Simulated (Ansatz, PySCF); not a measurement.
Energy difference R1 → P1 + P2, each structure at its B3LYP-D3(BJ)/def2-TZVP stationary point, reached from a drawn start (curvature not checked).
R1, H5W (SMILES [WH5]) (charge 0, multiplicity 2):
```xyz
6

W     -0.24550    -0.00171     0.00194
H      0.56471     0.00930     1.48906
H      0.54518    -0.00200    -1.49563
H      1.43309     0.01238    -0.00985
H     -1.16071     1.45544     0.00115
H     -1.13687    -1.47340     0.01333
```
P1, H4W (SMILES [WH4]) (charge 0, multiplicity 3, Z-matrix in Å and degrees):
```
W
H 1 1.7106
H 1 1.7106 2 109.46
H 1 1.7106 2 109.47 3 -120.00
H 1 1.7106 2 109.47 3 120.00
```
P2: H atom, charge 0, multiplicity 2.

P less R. No zero-point or thermal terms; open shells are unrestricted; no spin–orbit coupling. The spin states of the d-block species are the ones drawn and need not be the lowest.

Frozen-core correlation throughout. CBS: X⁻³ extrapolation of the correlation energy, Hartree–Fock from the larger set.

Codes used: Ansatz (Gaussian orbitals); PySCF for M06-2X. Each number belongs to the level named beside it. Elements past Kr take the def2 small-core potentials, without spin–orbit coupling.

```json
[
 {"level": "BHLYP/def2-TZVPP", "reaction energy (kcal/mol)": "51.79"},
 {"level": "M06-2X/def2-TZVPP", "reaction energy (kcal/mol)": "53.35"},
 {"level": "MP2/def2-SVP", "reaction energy (kcal/mol)": "49.73"},
 {"level": "MP2/def2-TZVPP", "reaction energy (kcal/mol)": "55.24"},
 {"level": "MP2/def2-QZVPP", "reaction energy (kcal/mol)": "56.50"},
 {"level": "CCSD(T)/def2-SVP", "reaction energy (kcal/mol)": "51.80"},
 {"level": "CCSD(T)/def2-TZVPP", "reaction energy (kcal/mol)": "56.52"},
 {"level": "CCSD(T)/def2-QZVPP", "reaction energy (kcal/mol)": "?"},
 {"level": "CCSD(T)/CBS(def2-TZVPP, def2-QZVPP)", "reaction energy (kcal/mol)": "?"}
]
```

Problem. Some entries are withheld; supply them.

Solution. 
- CCSD(T)/def2-QZVPP, reaction energy (kcal/mol): 57.50
- CCSD(T)/CBS(def2-TZVPP, def2-QZVPP), reaction energy (kcal/mol): 58.17

Ansatz is a quantum-chemistry and plane-wave program.
